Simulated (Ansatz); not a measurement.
PBE exchange is replaced step by step with exact exchange (0 % is PBE, 25 % PBE0; no dispersion term), basis def2-SVP, Ansatz. System: `Cn1cccc1-c1ccc(-c2ccc(-c3cccn3C)n2C)n1C`. The state is a singlet with charge 0. Geometry: PBE-D4/def2-SVP.

Geometry of the singlet:

```xyz
46

C     1.064    3.393   -4.597
N     0.092    3.851   -3.625
C    -0.429    5.126   -3.591
C    -1.307    5.220   -2.517
C    -1.324    3.949   -1.880
C    -0.452    3.103   -2.583
C    -0.120    1.702   -2.370
C     0.007    0.649   -3.290
C     0.326   -0.525   -2.565
C     0.391   -0.186   -1.209
C     0.755   -1.036   -0.082
C     1.892   -1.838    0.068
C     1.768   -2.540    1.292
C     0.552   -2.162    1.883
C    -0.048   -2.571    3.145
C    -0.684   -1.812    4.139
C    -1.065   -2.694    5.187
C    -0.657   -3.969    4.813
N    -0.050   -3.895    3.579
C     0.480   -5.037    2.860
N    -0.059   -1.249    1.030
C    -1.407   -0.736    1.176
N     0.125    1.179   -1.104
C     0.263    1.955    0.113
H     1.700    2.607   -4.149
H     0.581    2.969   -5.504
H     1.704    4.242   -4.905
H    -0.126    5.871   -4.335
H    -1.877    6.111   -2.229
H    -1.931    3.655   -1.018
H    -0.174    0.728   -4.367
H     0.468   -1.537   -2.960
H     2.728   -1.869   -0.639
H     2.506   -3.212    1.742
H    -0.820   -0.725    4.114
H    -1.579   -2.430    6.118
H    -0.756   -4.932    5.328
H    -0.111   -5.938    3.114
H     1.545   -5.232    3.111
H     0.413   -4.858    1.770
H    -1.443    0.184    1.796
H    -1.814   -0.503    0.173
H    -2.044   -1.496    1.666
H     0.676    2.953   -0.127
H     0.948    1.426    0.802
H    -0.709    2.107    0.627
```

Single mean-field runs in def2-SVP are fitted with def2-universal-jkfit.

```tsv
exact exchange (%)	HOMO (eV)	LUMO (eV)	gap (eV)
0	-4.05	-0.98	3.08
10	-4.40	-0.68	3.72
15	-4.57	-0.53	4.04
25	-4.92	-0.23	4.70
35	-5.28	0.07	5.35
50	-5.81	0.53	6.34
```

Fit a straight line to the column «gap (eV)» against the share of exact exchange and predict its value at 5 %.

With x = exact exchange (%) and y = gap (eV): mean x = 22.5, mean y = 4.538; Σ(x − x̄)(y − ȳ) = 106.9, Σ(x − x̄)² = 1638; slope b = 0.06526, intercept a = ȳ − b·x̄ = 3.07. The residuals of the fitted rows reach 0.01. At x = 5 the line gives 3.07 + (0.06526 × 5) = 3.40; the run gave 3.40, the same within rounding.
